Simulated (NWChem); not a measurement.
Dipole moment of ClLi

SMILES: [Li][Cl]
```xyz
2

Li     0.0000     0.0000    -1.7006
Cl     0.0000     0.0000     0.3001
```
Charge 0, spin multiplicity 1.

All runs are NWChem calculations. All single points use one geometry, from B3LYP/def2-SVP, a minimum by its harmonic frequencies.

Basis set: aug-cc-pVDZ. The CCSD dipole comes from the Λ equations, without orbital relaxation.

The correlated methods keep 5 core orbitals frozen. B3LYP has NWChem's definition, with VWN1-RPA local correlation. The structure started from a generated list of species. Coupled-cluster values serve here as a point of comparison, not as the truth.

Q: For the dipole moment, PBE gives 6.76 D and HF gives 7.20 D. What do B3LYP, BHandHLYP, CCSD give?

A: B3LYP: 6.87 D; BHandHLYP: 7.00 D; CCSD: 7.06 D.
